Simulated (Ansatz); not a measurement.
System: InH3, charge 0, multiplicity 1. SMILES: [InH3]
Geometry from a B3LYP-D3(BJ)/def2-TZVP (Ansatz, a program for electronic structure) optimisation:
```xyz
4

In     0.0000     0.0000     0.0000
H     -0.2365     1.7142    -0.0251
H     -1.3663    -1.0616     0.0370
H      1.6028    -0.6526    -0.0119
```
Charge 0, spin multiplicity 1.

Wanted: vertical ionisation energy (to the doublet state of charge +1; each state is the SCF solution reached for its spin; the molecule has degenerate orbitals, so one determinant may break the symmetry; the UHF <S^2> is 0.88 for the doublet (pure: 0.75)), in eV. Valence correlation only, unless marked. UHF or UKS for open shells. No spin-orbit coupling. The frozen core is the preceding noble-gas configuration, with the filled d and f shells of earlier blocks. Past Kr the def2 sets carry scalar-relativistic core potentials. Basis-set limits of correlation are two-point, X^-3; Hartree-Fock from the larger set.

```
level                                 program  vertical ionisation energy (eV)
------------------------------------  -------  -------------------------------
CAM-B3LYP/def2-TZVPD                   Ansatz                            10.69
wB97M-V/def2-TZVPD                     Ansatz                            10.74
MP2/def2-QZVPPD                        Ansatz                            10.73
RI-MP2/def2-TZVPPD                     Ansatz                            10.69
SCS-MP2/def2-TZVPPD                    Ansatz                            10.80
CCSD/def2-QZVPPD                       Ansatz                            10.68
CCSD(T)/CBS(def2-TZVPPD,def2-QZVPPD)   Ansatz                            10.70
```
